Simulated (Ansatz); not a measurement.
Stepwise reaction of `C[O][GeH2][OH]` with methanol, as a gas-phase model of exchange steps in deposition or etching. ΔE in kJ/mol.

Computed with Ansatz on PBE0-D4/def2-TZVP structures; ΔE is electronic, products minus reactants. CCSD(T)/CBS is the MP2 limit (def2-TZVPP, def2-QZVPP) plus CCSD(T) − MP2 in def2-TZVPP, frozen cores. This one scheme is used for every species. Functionals use def2-TZVPP. B3LYP here is the variant with VWN-RPA as its local correlation; programs differ in this. For Ge outer-core shells are correlated without core-valence functions, which leaves a few kJ/mol of doubt a bond. Scalar relativity is left out up to krypton. One conformer a species, not always the lowest.

```
step                                                         reaction  PBE-D4  B3LYP-D4  ωB97M-V  CCSD(T)/CBS
   2  `C[O][GeH]([OH])[O]C` + CH₃OH → `C[O][Ge]([OH])([O]C)[O]C` + H₂   -15.1     -19.7    -18.6        -21.9
```

Give the row of step 1, `C[O][GeH2][OH]` + CH₃OH → `C[O][GeH]([OH])[O]C` + H₂. (Estimate.)

The calculation gave: 
| step | reaction | PBE-D4 | B3LYP-D4 | ωB97M-V | CCSD(T)/CBS |
| --- | --- | --- | --- | --- | --- |
| 1 | `C[O][GeH2][OH]` + CH₃OH → `C[O][GeH]([OH])[O]C` + H₂ | -32.9 | -37.4 | -36.9 | -39.1 |

By hand: ΔE of the 2 steps together at CCSD(T)/CBS.

(-39.1) + (-21.9) = -61.0 kJ/mol, or -30.5 kJ/mol a step.

In ΔE each step is higher than the one before. All are downhill at CCSD(T)/CBS. PBE-D4 differs from CCSD(T)/CBS by 6.2 to 6.8 kJ/mol a step. Isolated molecules leave out the surface, adducts and barriers. Largest T1 diagnostic: 0.012.
